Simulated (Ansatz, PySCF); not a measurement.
C₃H₈N₂Si, SMILES C[Si@]1(CN=C1)N.

Geometry optimised at PBE0-D3(BJ)/def2-SVP. The structure was generated by enumeration; whether it is a known compound was not checked. One conformer was computed; it need not be the lowest.

Vertical ionisation energy (IE) and electron affinity (EA) in eV. Rows of orbital energies are one-electron estimates. Where ΔSCF, EOM or ADC give a negative EA the extra electron is unbound and the value depends on the basis.

| level | IE | EA |
|---|---|---|
| −ε(HOMO), −ε(LUMO), B3LYP/def2-TZVP (PySCF) | 6.29 | 0.75 |
| −ε(HOMO), −ε(LUMO), PBE/def2-TZVP (PySCF) | 5.15 | 1.60 |
| ΔSCF, PBE0/def2-SVPD (Ansatz), final states of multiplicity 2 and 2 | 8.53 | -1.11 |
| ΔSCF, PBE/def2-SVPD (Ansatz), final states of multiplicity 2 and 2 | 8.25 | -0.90 |

Problem. What vertical singlet–triplet gap does ΔSCF give with PBE0/def2-SVPD (Ansatz, a first-principles code) and with PBE/def2-SVPD (Ansatz)? (Estimate from the structure and the level; the computed values follow.)

Solution. 3.28 and 3.23 eV (triplet above singlet where positive).
